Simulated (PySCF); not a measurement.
Nb(NH)(F)(NH2)2 (FH5N3Nb), SMILES [NH2][Nb]([F])(=[NH])[NH2], multiplicity 1.

The structure is a stationary point at B3LYP-D3(BJ)/def2-SVP. The spin state was assumed, not searched. The structure was generated by enumeration; whether it is a known compound was not checked. The def2 effective core potentials stand for the cores of Nb; spin–orbit coupling is left out. One conformer was computed; it need not be the lowest.

Level of theory: TDA-PBE/def2-SVPD run with PySCF.

Vertical excitations. Isolated molecule, no solvent. State labels are in the subgroup Cs.

Computed excitation energies, oscillator strengths and character:
| state | symmetry | energy (eV) | λ (nm) | f | main pairs |
|---|---|---|---|---|---|
| S1 | A' | 4.67 | 265 | 0.015 | HOMO→LUMO 88 % |
| S2 | A" | 4.89 | 254 | 0.008 | HOMO−1→LUMO 74 %, HOMO→LUMO+1 22 % |
| S3 | A" | 5.15 | 241 | 0.026 | HOMO→LUMO+1 37 %, HOMO−3→LUMO 31 %, HOMO−1→LUMO 19 %, HOMO→LUMO+2 7 % |
| S4 | A" | 5.23 | 237 | 0.003 | HOMO→LUMO+2 92 % |
| S5 | A' | 5.38 | 231 | 0.002 | HOMO−1→LUMO+1 52 %, HOMO−2→LUMO 34 % |
| S6 | A" | 5.39 | 230 | 0.015 | HOMO−2→LUMO+1 47 %, HOMO→LUMO+3 39 %, HOMO−3→LUMO 8 % |
| S7 | A" | 5.43 | 229 | 0.000 | HOMO→LUMO+3 58 %, HOMO−2→LUMO+1 34 % |
| S8 | A' | 5.65 | 219 | 0.027 | HOMO−2→LUMO 30 %, HOMO−1→LUMO+1 27 %, HOMO−1→LUMO+2 20 %, HOMO−2→LUMO+4 10 % |
| S9 | A' | 5.75 | 216 | 0.015 | HOMO−1→LUMO+3 63 %, HOMO−1→LUMO+2 26 % |
| S10 | A" | 5.76 | 215 | 0.049 | HOMO−3→LUMO 44 %, HOMO→LUMO+1 15 %, HOMO−2→LUMO+1 14 %, HOMO→LUMO+5 10 % |
| T1 | A' | 4.29 | 289 | 0 | HOMO→LUMO 95 % |
| T2 | A" | 4.40 | 282 | 0 | HOMO→LUMO+1 92 % |
| T3 | A' | 4.51 | 275 | 0 | HOMO−2→LUMO 76 % |
| T4 | A" | 4.67 | 265 | 0 | HOMO−1→LUMO 86 % |
Triplets are in the Tamm–Dancoff approximation.
